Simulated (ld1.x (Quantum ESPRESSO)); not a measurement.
Pseudopotential generation for Cs: TM, LDA (PZ), scalar-relativistic.

The input file (ld1.x (Quantum ESPRESSO) 7.5):

```
&input
   title='Cs', zed=55., rel=1, dft='PZ', iswitch=3,
   config='[Xe] 5d0 6s0 6p0',
   nld=3, rlderiv=2.35, eminld=-4.0, emaxld=5.0, deld=0.02
 /
 &inputp
   pseudotype=2, tm=.true., lloc=0,
   nlcc=.false.,
   file_pseudopw='Cs.UPF', file_wfcaegen='ae.wfc', file_wfcncgen='nc.wfc', file_beta='beta', file_chi='chi'
 /
3
5P  2  1   6.00   0.00  2.15  2.15  0.0
5D  3  2   0.00   0.00  0.85  0.85  0.0
5S  1  0   2.00   0.00  1.75  1.75  0.0
 &test
   configts(1)='5s2 5p6 5d0 6s0 6p0'
 /
```

Command:

```bash
ld1.x < Cs.in > Cs.out
```

Resulting log (shortened: banner, matrices, multipoles, cross overlaps and the repeated all-electron block are left out):

```
Program LD1 v.7.5
     --------------------------- All-electron run ----------------------------

     Cs
     scalar relativistic calculation

     atomic number is 55.00
     dft =PZ   lsd =0 sic =0 latt =0  beta=0.20 tr2=1.0E-14
     Exchange-correlation= PZ
                           (   1   1   0   0   0   0   0)
     mesh =1251 r(mesh) = 101.25750 a.u. xmin = -7.00 dx = 0.01250
     1 Ry =  13.60569312 eV, c = 137.03599908

     n l     nl                  e(Ry)          e(Ha)          e(eV)
     1 0     1S 1( 2.00)     -2628.8221     -1314.4111    -35766.9469
     2 0     2S 1( 2.00)      -412.7644      -206.3822     -5615.9464
     2 1     2P 1( 6.00)      -370.5063      -185.2532     -5040.9953
     3 0     3S 1( 2.00)       -86.0860       -43.0430     -1171.2603
     3 1     3P 1( 6.00)       -72.4859       -36.2429      -986.2203
     4 0     4S 1( 2.00)       -16.5402        -8.2701      -225.0407
     4 1     4P 1( 6.00)       -12.1863        -6.0931      -165.8030
     3 2     3D 1(10.00)       -52.4681       -26.2341      -713.8655
     5 0     5S 1( 2.00)        -2.3652        -1.1826       -32.1808
     5 1     5P 1( 6.00)        -1.3841        -0.6921       -18.8318
     4 2     4D 1(10.00)        -5.8482        -2.9241       -79.5689
     5 2     5D 1( 0.00)        -0.3289        -0.1645        -4.4753
     6 0     6S 1( 0.00)        -0.4152        -0.2076        -5.6495
     6 1     6P 1( 0.00)        -0.2456        -0.1228        -3.3418

     final scf error:  4.4E-16 reached in  28 iterations

     Etot =  -15561.374398 Ry,   -7780.687199 Ha, -211723.284637 eV

     Ekin =   16392.074870 Ry,    8196.037435 Ha,  223025.540330 eV
     Encl =  -37648.928313 Ry,  -18824.464157 Ha, -512239.765038 eV
     Eh   =    6066.978768 Ry,    3033.489384 Ha,   82545.451304 eV
     Exc  =    -371.499723 Ry,    -185.749862 Ha,   -5054.511232 eV

     normalization and overlap integrals

     s(1S/1S) =  1.000000  <r> =   0.0261  <r2> =    0.0009  r(max) =   0.0169
     s(2S/2S) =  1.000000  <r> =   0.1122  <r2> =    0.0149  r(max) =   0.0947
     s(2P/2P) =  1.000000  <r> =   0.0982  <r2> =    0.0118  r(max) =   0.0765
     s(3S/3S) =  1.000000  <r> =   0.2995  <r2> =    0.1025  r(max) =   0.2739
     s(3P/3P) =  1.000000  <r> =   0.2973  <r2> =    0.1025  r(max) =   0.2672
     s(4S/4S) =  1.000000  <r> =   0.6950  <r2> =    0.5455  r(max) =   0.6409
     s(4P/4P) =  1.000000  <r> =   0.7398  <r2> =    0.6232  r(max) =   0.6738
     s(3D/3D) =  1.000000  <r> =   0.2737  <r2> =    0.0885  r(max) =   0.2215
     s(5S/5S) =  1.000000  <r> =   1.7335  <r2> =    3.3891  r(max) =   1.5375
     s(5P/5P) =  1.000000  <r> =   2.0689  <r2> =    4.8766  r(max) =   1.7641
     s(4D/4D) =  1.000000  <r> =   0.8373  <r2> =    0.8169  r(max) =   0.7172
     s(5D/5D) =  1.000000  <r> =   3.6351  <r2> =   15.6599  r(max) =   2.8368
     s(6S/6S) =  1.000000  <r> =   4.6318  <r2> =   24.1553  r(max) =   4.0762
     s(6P/6P) =  1.000000  <r> =   6.0834  <r2> =   42.0535  r(max) =   5.2340

     ------------------------ End of All-electron run ------------------------

     --------------------- Generating NC pseudopotential ---------------------

      Generating local pot.: lloc=0, matching radius rcloc =   1.7500

      Wfc   5P  rcut= 2.155  Using Troullier-Martins method

      Wfc   5D  rcut= 0.854  Using Troullier-Martins method

     ------------------- End of pseudopotential generation -------------------

     Computing logarithmic derivative in   2.33716

       Warning: n=3, l=2 expected 0 nodes, found 1
       Setting wfc to zero for this iteration
       (This warning will only be printed once per wavefunction)

       Warning: n=2, l=0 expected 1 nodes, found 0
       Setting wfc to zero for this iteration
       (This warning will only be printed once per wavefunction)

     Computing logarithmic derivative in   2.33716
     Computing the partial wave expansion
       no projector for channel:   0
     R is outside the sphere for l=    1 j= 0.00
     R is outside the sphere for l=    2 j= 0.00

     ---------------------- Testing the pseudopotential ----------------------

     Cs
     scalar relativistic calculation

     atomic number is 55.00   valence charge is  9.00
     dft =PZ   lsd =0 sic =0 latt =0  beta=0.20 tr2=1.0E-14
     mesh =1251 r(mesh) = 101.25750 xmin = -7.00 dx = 0.01250

     n l     nl             e AE (Ry)        e PS (Ry)    De AE-PS (Ry)
     1 0     5S   1( 2.00)       -2.36525       -2.36526        0.00001
     2 1     5P   1( 6.00)       -1.38411       -1.38412        0.00000
     3 2     5D   1( 0.00)       -0.32893       -0.32893        0.00000
     2 0     6S   1( 0.00)       -0.41523       -0.12457       -0.29066  !
     3 1     6P   1( 0.00)       -0.24562       -0.24620        0.00058

     eps = 7.2E-16  iter =  7

     Etot =  -15561.374398 Ry,   -7780.687199 Ha, -211723.284637 eV
     Etotps =   -40.158148 Ry,     -20.079074 Ha,    -546.379445 eV

     Ekin =       9.985862 Ry,       4.992931 Ha,     135.864569 eV
     Encl =     -74.009298 Ry,     -37.004649 Ha,   -1006.947796 eV
     Ehrt =      28.921998 Ry,      14.460999 Ha,     393.503825 eV
     Ecxc =      -5.878491 Ry,      -2.939245 Ha,     -79.980939 eV
     Epseu=       0.821781 Ry,       0.410890 Ha,      11.180897 eV

     ---------------------- End of pseudopotential test ----------------------
```

Generation and configuration tests took about 4.1 s on one core of a shared server CPU.

Transferability test of the new file with ld1.x, input:

```
&input
   title='Cs', zed=55., rel=1, dft='PZ', iswitch=2,
   config='[Xe] 5d0 6s0 6p0'
 /
 &test
   file_pseudo='Cs.UPF', nconf=10,
   configts(1)='5s2 5p6 5d0 6s0 6p0',
   configts(2)='5s2 5p6 5d0 6s1 6p0',
   configts(3)='5s2 5p6 5d0 6s0.5 6p0',
   configts(4)='5s2 5p6 5d0 6s0 6p1',
   configts(5)='5s2 5p6 5d0.5 6s0.5 6p0',
   configts(6)='5s2 5p5 5d0 6s1 6p0',
   configts(7)='5s2 5p6 5d1 6s0 6p0',
   configts(8)='5s1 5p6 5d0 6s1 6p0',
   configts(9)='5s2 5p6 5d0 6s1 6p0', lsdts(9)=1,
   configts(10)='5s2 5p6 5d0 6s0.5 6p0', lsdts(10)=1
 /
```

```bash
ld1.x < Cs.test.in > Cs.test.out
```

Pseudopotential blocks of its output, shortened (energy terms left out; the distinct warnings before each block abridged to one line each):

```
     Warning: n=2, l=0 expected 1 nodes, found 0
     Warning: n=3, l=2 expected 0 nodes, found 1
     ---------------------- Testing the pseudopotential ----------------------

     n l     nl             e AE (Ry)        e PS (Ry)    De AE-PS (Ry)
     1 0     5S   1( 2.00)       -2.36525       -2.36526        0.00001
     2 1     5P   1( 6.00)       -1.38411       -1.38412        0.00000
     3 2     5D   1( 0.00)       -0.32893       -0.32893        0.00000
     2 0     6S   1( 0.00)       -0.41523       -0.12457       -0.29066  !
     3 1     6P   1( 0.00)       -0.24562       -0.24620        0.00058

     eps = 2.4E-15  iter =  7

     Etot =  -15561.374398 Ry,   -7780.687199 Ha, -211723.284637 eV
     Etotps =   -40.158148 Ry,     -20.079074 Ha,    -546.379441 eV

     ---------------------- End of pseudopotential test ----------------------

          BEWARE! Errors in PS-KS equations
     ---------------------- Testing the pseudopotential ----------------------

     n l     nl             e AE (Ry)        e PS (Ry)    De AE-PS (Ry)
     1 0     5S   1( 2.00)       -1.97681       -2.36526        0.38845  !
     2 1     5P   1( 6.00)       -1.00010       -1.38412        0.38402  !
     3 2     5D   1( 0.00)       -0.03531       -0.03531        0.00000
     2 0     6S   1( 1.00)       -0.16370       -0.04911       -0.11459  !
     3 1     6P   1( 0.00)       -0.05729       -0.03966       -0.01763  !

     eps = 6.5E-15  iter = 32

     Etot =  -15561.668336 Ry,   -7780.834168 Ha, -211727.283857 eV
     Etotps =   -40.207256 Ry,     -20.103628 Ha,    -547.047587 eV
     dEtot_ae =      -0.293937 Ry
     dEtot_ps =      -0.049108 Ry,   Delta E=      -0.244829 Ry

     ---------------------- End of pseudopotential test ----------------------

          BEWARE! Errors in PS-KS equations
     ---------------------- Testing the pseudopotential ----------------------

     n l     nl             e AE (Ry)        e PS (Ry)    De AE-PS (Ry)
     1 0     5S   1( 2.00)       -2.15938       -2.36526        0.20588  !
     2 1     5P   1( 6.00)       -1.18106       -1.38412        0.20306  !
     3 2     5D   1( 0.00)       -0.17554       -0.17554        0.00000
     2 0     6S   1( 0.50)       -0.29471       -0.05071       -0.24400  !
     3 1     6P   1( 0.00)       -0.16225       -0.04868       -0.11358  !

     eps = 6.2E-15  iter = 17

     Etot =  -15561.554070 Ry,   -7780.777035 Ha, -211725.729192 eV
     Etotps =   -40.183501 Ry,     -20.091750 Ha,    -546.724379 eV
     dEtot_ae =      -0.179671 Ry
     dEtot_ps =      -0.025353 Ry,   Delta E=      -0.154319 Ry

     ---------------------- End of pseudopotential test ----------------------

          BEWARE! Errors in PS-KS equations
     Warning: n=1, l=0 expected 0 nodes, found 1
     Warning: n=2, l=1 expected 0 nodes, found 1
     Warning: n=3, l=1 expected 1 nodes, found 0
     ---------------------- Testing the pseudopotential ----------------------

     n l     nl             e AE (Ry)        e PS (Ry)    De AE-PS (Ry)
     1 0     5S   1( 2.00)       -2.07090       -0.63435       -1.43656  !
     2 1     5P   1( 6.00)       -1.09165       -0.34234       -0.74931  !
     3 2     5D   1( 0.00)       -0.08964       -0.08964        0.00000
     2 0     6S   1( 0.00)       -0.20902       -0.27173        0.06271  !
     3 1     6P   1( 1.00)       -0.09723       -0.11048        0.01325  !

     eps = 5.0E-16  iter = 80

     Etot =  -15561.559859 Ry,   -7780.779930 Ha, -211725.807957 eV
     Etotps =    -3.468455 Ry,      -1.734227 Ha,     -47.190730 eV
     dEtot_ae =      -0.185461 Ry
     dEtot_ps =      36.689693 Ry,   Delta E=     -36.875154 Ry

     ---------------------- End of pseudopotential test ----------------------

          BEWARE! Errors in PS-KS equations
     ---------------------- Testing the pseudopotential ----------------------

     n l     nl             e AE (Ry)        e PS (Ry)    De AE-PS (Ry)
     1 0     5S   1( 2.00)       -1.97606       -2.36526        0.38920  !
     2 1     5P   1( 6.00)       -1.00024       -1.38412        0.38388  !
     3 2     5D   1( 0.50)       -0.03947       -0.03947        0.00000
     2 0     6S   1( 0.50)       -0.16610       -0.03332       -0.13278  !
     3 1     6P   1( 0.00)       -0.06372       -0.01912       -0.04461  !

     eps = 6.0E-15  iter = 36

     Etot =  -15561.604612 Ry,   -7780.802306 Ha, -211726.416851 eV
     Etotps =   -40.194545 Ry,     -20.097272 Ha,    -546.874638 eV
     dEtot_ae =      -0.230213 Ry
     dEtot_ps =      -0.036396 Ry,   Delta E=      -0.193817 Ry

     ---------------------- End of pseudopotential test ----------------------

          ---------------------- Testing the pseudopotential ----------------------

     n l     nl             e AE (Ry)        e PS (Ry)    De AE-PS (Ry)
     1 0     5S   1( 2.00)       -2.67711       -2.96573        0.28862  !
     2 1     5P   1( 5.00)       -1.66153       -1.94414        0.28261  !
     3 2     5D   1( 0.00)       -0.50883       -0.50883        0.00000
     2 0     6S   1( 1.00)       -0.55658       -0.04031       -0.51627  !
     3 1     6P   1( 0.00)       -0.36751       -0.11025       -0.25725  !

     eps = 9.0E-16  iter = 23

     Etot =  -15560.346030 Ry,   -7780.173015 Ha, -211709.292970 eV
     Etotps =   -38.490014 Ry,     -19.245007 Ha,    -523.683313 eV
     dEtot_ae =       1.028369 Ry
     dEtot_ps =       1.668135 Ry,   Delta E=      -0.639766 Ry

     ---------------------- End of pseudopotential test ----------------------

          BEWARE! Errors in PS-KS equations
     ---------------------- Testing the pseudopotential ----------------------

     n l     nl             e AE (Ry)        e PS (Ry)    De AE-PS (Ry)
     1 0     5S   1( 2.00)       -1.98111       -2.36526        0.38415  !
     2 1     5P   1( 6.00)       -1.00599       -1.38412        0.37813  !
     3 2     5D   1( 1.00)       -0.04558       -0.04558        0.00000
     2 0     6S   1( 0.00)       -0.17016       -0.05105       -0.11911  !
     3 1     6P   1( 0.00)       -0.07046       -0.03966       -0.03080  !

     eps = 3.7E-15  iter = 12

     Etot =  -15561.541833 Ry,   -7780.770916 Ha, -211725.562699 eV
     Etotps =   -40.203726 Ry,     -20.101863 Ha,    -546.999560 eV
     dEtot_ae =      -0.167434 Ry
     dEtot_ps =      -0.045578 Ry,   Delta E=      -0.121857 Ry

     ---------------------- End of pseudopotential test ----------------------

          ---------------------- Testing the pseudopotential ----------------------

     n l     nl             e AE (Ry)        e PS (Ry)    De AE-PS (Ry)
     1 0     5S   1( 1.00)       -2.72773       -2.72096       -0.00678  !
     2 1     5P   1( 6.00)       -1.70108       -1.69595       -0.00514  !
     3 2     5D   1( 0.00)       -0.52416       -0.52416        0.00000
     2 0     6S   1( 1.00)       -0.56227       -0.56475        0.00248
     3 1     6P   1( 0.00)       -0.37022       -0.36989       -0.00032

     eps = 7.1E-17  iter = 12

     Etot =  -15559.324904 Ry,   -7779.662452 Ha, -211695.399841 eV
     Etotps =   -38.113682 Ry,     -19.056841 Ha,    -518.563065 eV
     dEtot_ae =       2.049495 Ry
     dEtot_ps =       2.044466 Ry,   Delta E=       0.005029 Ry

     ---------------------- End of pseudopotential test ----------------------

          BEWARE! Errors in PS-KS equations
     ---------------------- Testing the pseudopotential ----------------------

     n l     nl             e AE (Ry)        e PS (Ry)    De AE-PS (Ry)
     1 0     5S   1( 1.00)       -1.97467       -2.36526        0.39059  !
     2 1     5P   1( 3.00)       -0.99920       -1.38412        0.38492  !
     3 2     5D   1( 0.00)       -0.04350       -0.04350        0.00000
     2 0     6S   1( 1.00)       -0.17527       -0.01530       -0.15998  !
     3 1     6P   1( 0.00)       -0.06487       -0.03966       -0.02521  !
     1 0     5S   2( 1.00)       -1.97237       -2.36526        0.39289  !
     2 1     5P   2( 3.00)       -0.99443       -1.38412        0.38969  !
     3 2     5D   2( 0.00)       -0.01568       -0.01568        0.00000
     2 0     6S   2( 0.00)       -0.13810       -0.04143       -0.09667  !
     3 1     6P   2( 0.00)       -0.03688       -0.03966        0.00278

     eps = 7.6E-15  iter = 30

     Etot =  -15561.676265 Ry,   -7780.838132 Ha, -211727.391740 eV
     Etotps =   -40.173445 Ry,     -20.086723 Ha,    -546.587570 eV
     dEtot_ae =      -0.301866 Ry
     dEtot_ps =      -0.015297 Ry,   Delta E=      -0.286569 Ry

     ---------------------- End of pseudopotential test ----------------------

          BEWARE! Errors in PS-KS equations
     ---------------------- Testing the pseudopotential ----------------------

     n l     nl             e AE (Ry)        e PS (Ry)    De AE-PS (Ry)
     1 0     5S   1( 1.00)       -2.15931       -2.36526        0.20595  !
     2 1     5P   1( 3.00)       -1.18176       -1.38412        0.20236  !
     3 2     5D   1( 0.00)       -0.18211       -0.18211        0.00000
     2 0     6S   1( 0.50)       -0.30352       -0.02732       -0.27621  !
     3 1     6P   1( 0.00)       -0.16899       -0.05070       -0.11830  !
     1 0     5S   2( 1.00)       -2.15785       -2.36526        0.20741  !
     2 1     5P   2( 3.00)       -1.17874       -1.38412        0.20538  !
     3 2     5D   2( 0.00)       -0.16441       -0.16441        0.00000
     2 0     6S   2( 0.00)       -0.27958       -0.08387       -0.19570  !
     3 1     6P   2( 0.00)       -0.14838       -0.04452       -0.10387  !

     eps = 8.9E-15  iter = 28

     Etot =  -15561.556747 Ry,   -7780.778373 Ha, -211725.765613 eV
     Etotps =   -40.171807 Ry,     -20.085903 Ha,    -546.565277 eV
     dEtot_ae =      -0.182348 Ry
     dEtot_ps =      -0.013659 Ry,   Delta E=      -0.168690 Ry

     ---------------------- End of pseudopotential test ----------------------
```
